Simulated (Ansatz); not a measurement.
```xyz
15

C     1.661   -1.070    0.461
C     0.805   -0.974   -0.794
B    -0.416   -0.003   -0.800
C    -0.815    0.869    0.425
N    -1.821    1.887    0.184
H     1.072   -1.393    1.324
H     2.103   -0.103    0.718
H     2.482   -1.781    0.342
H     0.431   -1.967   -1.086
H     1.421   -0.686   -1.660
H    -1.102    0.030   -1.790
H    -1.104    0.109    1.187
H     0.085    1.329    0.855
H    -2.560    1.533   -0.407
H    -2.241    2.220    1.041
```

Total charge 0; spin multiplicity 1.

(1) List the r2SCAN/def2-TZVPP orbital energies in eV (the Gaussian-basis code of Ansatz). (Estimate.)

## Answers

(1) Ansatz gave: Occupied: -384.60, -273.09, -272.71, -272.51, -179.95, -22.79, -19.71, -17.08, -16.02, -12.66, -11.63, -11.25, -10.84, -10.44, -9.83, -9.29, -8.61, -7.55, -7.37, -5.51. Lowest empty: -1.25, 0.95, 1.40, 2.05, 2.41, 2.69, 3.00, 3.16.
